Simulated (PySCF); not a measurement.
Si(F)(Cl)(Br)(NH2) (BrClFH2NSi), SMILES N[Si](F)(Cl)Br.

Geometry: ωB97X-D3(BJ)/def2-SVP. This is a generated structure with no PubChem entry under its InChIKey; it may be hypothetical. The values are those of a single conformer.

Level of theory: TDDFT-PBE/def2-SVPD in PySCF.

Vertical excitations. The molecule is in vacuum.

Computed UV-visible absorptions:
```json
[
 {"state": "S1", "energy (eV)": "5.94", "λ (nm)": "209", "f": "0.009", "main pairs": "HOMO→LUMO 99 %"},
 {"state": "S2", "energy (eV)": "6.60", "λ (nm)": "188", "f": "0.028", "main pairs": "HOMO−1→LUMO 93 %"},
 {"state": "S3", "energy (eV)": "6.68", "λ (nm)": "186", "f": "0.014", "main pairs": "HOMO→LUMO+1 48 %, HOMO−2→LUMO 46 %"},
 {"state": "S4", "energy (eV)": "6.77", "λ (nm)": "183", "f": "0.021", "main pairs": "HOMO−2→LUMO 51 %, HOMO→LUMO+1 47 %"},
 {"state": "S5", "energy (eV)": "7.02", "λ (nm)": "177", "f": "0.000", "main pairs": "HOMO→LUMO+2 98 %"},
 {"state": "S6", "energy (eV)": "7.34", "λ (nm)": "169", "f": "0.005", "main pairs": "HOMO−1→LUMO+1 86 %"},
 {"state": "S7", "energy (eV)": "7.44", "λ (nm)": "167", "f": "0.011", "main pairs": "HOMO−3→LUMO 69 %, HOMO−2→LUMO+1 27 %"},
 {"state": "S8", "energy (eV)": "7.47", "λ (nm)": "166", "f": "0.019", "main pairs": "HOMO−2→LUMO+1 60 %, HOMO−3→LUMO 25 %"},
 {"state": "S9", "energy (eV)": "7.51", "λ (nm)": "165", "f": "0.017", "main pairs": "HOMO−4→LUMO 83 %"},
 {"state": "S10", "energy (eV)": "7.66", "λ (nm)": "162", "f": "0.006", "main pairs": "HOMO→LUMO+3 59 %, HOMO−1→LUMO+2 19 %, HOMO→LUMO+4 16 %"},
 {"state": "T1", "energy (eV)": "5.71", "λ (nm)": "217", "f": "0", "main pairs": "HOMO→LUMO 99 %"},
 {"state": "T2", "energy (eV)": "6.26", "λ (nm)": "198", "f": "0", "main pairs": "HOMO−1→LUMO 98 %"},
 {"state": "T3", "energy (eV)": "6.39", "λ (nm)": "194", "f": "0", "main pairs": "HOMO−2→LUMO 80 %, HOMO→LUMO+1 19 %"},
 {"state": "T4", "energy (eV)": "6.48", "λ (nm)": "191", "f": "0", "main pairs": "HOMO→LUMO+1 79 %, HOMO−2→LUMO 19 %"}
]
```
Triplets are in the Tamm–Dancoff approximation, which puts them higher than full response would, so one can lie above its singlet here.
